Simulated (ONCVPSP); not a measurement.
Pseudopotential generation for europium (Eu): ONCV, PBEsol, scalar-relativistic.

Input for ONCVPSP 4.0.1:

```
# ATOM AND REFERENCE CONFIGURATION
# atsym  z   nc   nv     iexc    psfile
  Eu 63.00   10    3  -116133      upf
#
#   n    l    f
    1    0    2.00
    2    0    2.00
    2    1    6.00
    3    0    2.00
    3    1    6.00
    3    2   10.00
    4    0    2.00
    4    1    6.00
    4    2   10.00
    5    0    2.00
    4    3    7.00
    5    1    6.00
    6    0    0.50
#
# PSEUDOPOTENTIAL AND OPTIMIZATION
# lmax
    3
#
#   l,   rc,      ep,       ncon, nbas, qcut
    0    2.55    0.00    4    7    2.00
    1    2.60    0.00    4    8    5.80
    2    1.95    0.42    4    8    4.50
    3    1.45    0.00    4    8   14.20
#
# LOCAL POTENTIAL
# lloc, lpopt,  rc(5),   dvloc0
    4    3    1.05   -1.00
#
# VANDERBILT-KLEINMAN-BYLANDER PROJECTORs
# l, nproj, debl
    0    2    3.90
    1    1    2.80
    2    2    3.70
    3    2    1.20
#
# MODEL CORE CHARGE
# icmod, fcfact, rcfact
    3    4.50    1.05
#
# LOG DERIVATIVE ANALYSIS
# epsh1, epsh2, depsh
   -3.00    5.00    0.02
#
# OUTPUT GRID
# rlmax, drl
    6.00    0.01
#
# TEST CONFIGURATIONS
# ncnf
    4
# nvcnf
#   n    l    f
    3
    4    3    7.00
    5    1    6.00
    6    0    2.00
#
    3
    4    3    7.00
    5    1    6.00
    6    0    1.00
#
    3
    4    3    7.00
    5    1    6.00
    6    0    0.00
#
    3
    4    3    7.00
    5    1    5.00
    6    0    2.00
#
```

Command:

```bash
oncvpsp.x < Eu.dat > Eu.out
```

Resulting log (shortened: citation, most of the input echo, consistency checks and plot data are left out):

```
ONCVPSP  (Optimized Norm-Conservinng Vanderbilt PSeudopotential)
scalar-relativistic version 4.0.1

#   n    l    f        energy (Ha)
    1    0    2.00    -1.7772238E+03
    2    0    2.00    -2.9215097E+02
    2    1    6.00    -2.6035836E+02
    3    0    2.00    -6.4556235E+01
    3    1    6.00    -5.4663916E+01
    3    2   10.00    -4.1435550E+01
    4    0    2.00    -1.3091252E+01
    4    1    6.00    -9.8373626E+00
    4    2   10.00    -5.3061924E+00
    5    0    2.00    -2.0027733E+00
    4    3    7.00    -4.5740143E-01
    5    1    6.00    -1.2330724E+00
    6    0    0.50    -4.0833820E-01

Reference configufation results
  iterations    29
  all-electron total energy (Ha)   -1.08399013D+04

Begin loop to  construct optimized pseudo wave functions
and semi-local pseudopoentials for all angular momenta

   Wellstate for l =  0  n =  9
     eigenvalue =   3.4917
     asymptotic potential =   3.9917
     half-point radius =  4.3862

Calculating optimized projector #   1

 for l=   0

    Fraction of norm inside rc  0.150775
    Optimizing pswf for qcut=   2.00 a_B^-1,  ecut=   2.00 Ha

optimize: ERROR ps0norm > uunorm, code will stop
```

The run stopped because the continuity conditions at rc already need more norm inside rc than the all-electron wave has, so norm conservation cannot be met.

The run took about 0.48 s on one core of a shared server CPU.
